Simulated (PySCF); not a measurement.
Calculated NMR data

- GFN2-xTB geometry
- σ from GIAO-PBE0/pcSseg-1
- program: PySCF 2.14
- one averaged value for each set of equivalent atoms, one computed conformer, no relativistic terms, in vacuum

Scale: ¹H and ¹³C against TMS (reference shieldings calculated alike). Splittings of carbon signals by F and P are missing where no couplings were computed. Where no couplings were computed, multiplicities follow the n + 1 count of equivalent neighbours, and m marks all less simple cases (inequivalent or close neighbours, rings, F or P nearby). Shifts are as computed. Against solution values, carbons near 30 ppm lie about +3 ppm off and those near 130 ppm about +5 ppm. Of 1211 compounds with measured shifts, 218 miss one by over three times the rms of a fit or turn the order of signals round; such compounds aren't used in these exercises.

Compound 1 (C$_{10}$H$_{9}$P). ¹H NMR (500 MHz, computed): δ 8.82 (m, 1H), 8.61 (m, 1H), 8.37 (m, 1H), 8.26 (d, 1H), 8.04 (m, 1H), 7.95 (m, 1H), 3.32 (m, 3H). ¹³C{¹H} NMR (computed): δ 183.8 (C), 153.6 (CH), 140.8 (CH), 138.4 (C), 138.0 (CH), 137.3 (C), 132.8 (CH), 132.4 (CH), 127.2 (CH), 26.6 (CH3). Structure: SMILES Cc1pccc2ccccc12.

Compound 2 (C$_{8}$H$_{13}$P). ¹H NMR (500 MHz, computed): δ 3.04 (m, 1H), 2.70 (m, 3H), 2.32 (s, 3H), 1.17 (d, 6H). ¹³C{¹H} NMR (computed): δ 238.0 (C), 122.6 (C), 88.3 (C), 43.3 (CH), 25.3 (CH3), 23.6 (CH3), 6.8 (CH3). Structure: SMILES CC#C/P=C(\C)C(C)C.
